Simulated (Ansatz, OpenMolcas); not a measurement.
A ladder of methods for Si2NH5F (SMILES F[SiH2]N[SiH2])

Si2NH5F: 9 atoms, total charge 0, spin state doublet. As SMILES, `F[SiH2]N[SiH2]`. The coordinates come from a PBE0-D4/def2-TZVP relaxation. This is one conformer, not always the lowest.

```xyz
9

F    -1.7782    1.2089   -1.1818
Si   -0.2880    1.1236   -0.6049
N     0.2415   -0.4914   -0.4030
Si    0.0236   -1.5336    0.9679
H     0.5763    1.7991   -1.5988
H    -0.3028    1.7798    0.7188
H     0.6004   -0.9422   -1.2345
H    -0.2463   -0.6500    2.1362
H     1.2618   -2.3407    1.1827
```

Each level gives the vertical energy of the quartet above the doublet (eV). The values are calculated.

```tsv
level	kind	program	value (eV)	less CCSD(T)/6-31G*	CPU time (all runs)
UPBE/6-31G* (spherical functions)	GGA	Ansatz	6.74	-0.53	28 s
U-r2SCAN0/6-31G* (spherical functions)	hybrid meta-GGA	Ansatz	6.93	-0.34	72 s
UBHLYP/6-31G* (spherical functions)	global hybrid	Ansatz	7.13	-0.14	32 s
UPBE0/6-31G* (spherical functions)	global hybrid	Ansatz	6.95	-0.32	36 s
U-wB97M-V/6-31G* (spherical functions)	range-separated hybrid	Ansatz	7.35	+0.08	5.3 min
U-wB97X/6-31G* (spherical functions)	range-separated hybrid	Ansatz	7.52	+0.25	2.4 min
ROCCSD(T)/6-31G* (spherical functions)	coupled cluster or CI	OpenMolcas	7.27	0.00	60 s
UBCCD(T)/6-31G* (spherical functions)	coupled cluster or CI	Ansatz	7.27	0.00	1.8 min
```

Differences are taken from ROCCSD(T)/6-31G* (spherical functions) for orientation; it has basis-set and higher-order errors of its own. The values span 6.74 to 7.52 eV. Times are those of the runs behind each value, whatever else they computed, on shared processors of several kinds: orders of magnitude only.
